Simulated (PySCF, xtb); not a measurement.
C₄H₅ClSi, SMILES C#C[Si@H](Cl)C=C.

GFN2-xTB (xtb 6.7.1) at its own geometry gives an orbital gap of 4.38 eV and a dipole moment of 1.85 D.

Geometry: B3LYP-D3(BJ)/def2-SVP. The structure was generated by enumeration; whether it is a known compound was not checked. The values are those of a single conformer.

Problem. What does CAM-B3LYP/def2-TZVP run with PySCF give? (An estimate is asked for; the answer gives what the named calculation found.)

Solution. gap 9.63 eV (levels -9.60 and 0.04 eV), dipole 2.21 D.
